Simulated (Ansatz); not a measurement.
Consider the formal exchange of groups at a Ge–O bond: `C[O][GeH]([Cl])[O][SiH3]` + `CCC` → `C[O][GeH2][Cl]` + `CC(C)O[SiH3]`.

Isolated molecules relaxed with PBE0-D4/def2-TZVP in Ansatz; ΔE leaves out vibrations. CCSD(T)/CBS is the MP2 limit (def2-TZVPP, def2-QZVPP) plus CCSD(T) − MP2 in def2-TZVPP, frozen cores. Functionals use def2-TZVPP. For Ge outer-core shells are correlated without core-valence functions, which leaves a few kJ/mol of doubt a bond. Scalar relativity is left out up to krypton. One conformer a species, not always the lowest.

Task: Is it downhill or uphill in electronic energy at CCSD(T)/CBS, and by how much? (Estimate.)

Result: Ansatz gave: Uphill: ΔE = +1.44 eV.

Task: What do these levels give: PBE, MP2/def2-TZVPP, HF/def2-QZVPP, HF/CBS(def2), MP2/CBS(def2), CCSD/CBS(def2)? (An estimate is asked.)

Result: Ansatz gave: PBE 1.30, MP2/def2-TZVPP 1.52, HF/def2-QZVPP 1.47, HF/CBS(def2) 1.47, MP2/CBS(def2) 1.51, CCSD/CBS(def2) 1.45 eV.

Largest T1 diagnostic among the species: 0.012.

The D4 term adds +0.04 eV with B3LYP and +0.03 eV with PBE0; it sums over pairs of atoms, weighted by their polarisabilities, and B3LYP, whose exchange is more repulsive, gets the larger term. From PBE to PBE0 (25 % exact exchange), in def2-TZVPP and without D4, ΔE moves by +0.04 eV.

B3LYP here is the variant with VWN-RPA as its local correlation; programs differ in this.
